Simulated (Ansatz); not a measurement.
`CCC[SiH2]Cl` and `CCCCBr` differ in one atom or group.

Ansatz, PBE0-D4/def2-TZVP geometries, multiplicity 1. Each molecule was computed in one conformer, which needn't be the lowest.

Scalar relativity is left out up to krypton.

| property | `CCC[SiH2]Cl` |
| --- | --- |
| size of the dipole moment (B3LYP/def2-TZVPP) / D | 1.87 |
| HOMO energy (B3LYP/def2-TZVPP) / eV | -8.21 |
| LUMO energy (PBE/def2-TZVPP) / eV | -0.44 |
| HOMO–LUMO gap (PBE0/def2-TZVPP) / eV | 8.88 |
| LUMO energy (ωB97M-V/def2-TZVPP) / eV | 2.19 |
| HOMO energy (PBE0/def2-TZVPP) / eV | -8.43 |

What does the change do to each property? (Best estimate.)

Computed: 
```tsv
property	`CCCCBr`	shift
size of the dipole moment (B3LYP/def2-TZVPP) / D	2.09	0.22
HOMO energy (B3LYP/def2-TZVPP) / eV	-7.51	0.70
LUMO energy (PBE/def2-TZVPP) / eV	-0.83	-0.39
HOMO–LUMO gap (PBE0/def2-TZVPP) / eV	7.97	-0.91
LUMO energy (ωB97M-V/def2-TZVPP) / eV	2.19	0.00
HOMO energy (PBE0/def2-TZVPP) / eV	-7.76	0.67
```

With PBE0 the HOMO rises by 0.67 eV and the LUMO falls by 0.25 eV, so the gap narrows by about 0.92 eV. PBE moves the HOMO by 0.65 eV and ωB97M-V by 0.61 eV. Dipoles are sizes alone; their direction can turn.

B3LYP here is the variant with VWN-RPA as its local correlation; programs differ in this.

Spin–orbit coupling is left out; it splits and shifts lone-pair levels of the heavy atoms by tenths of an eV.
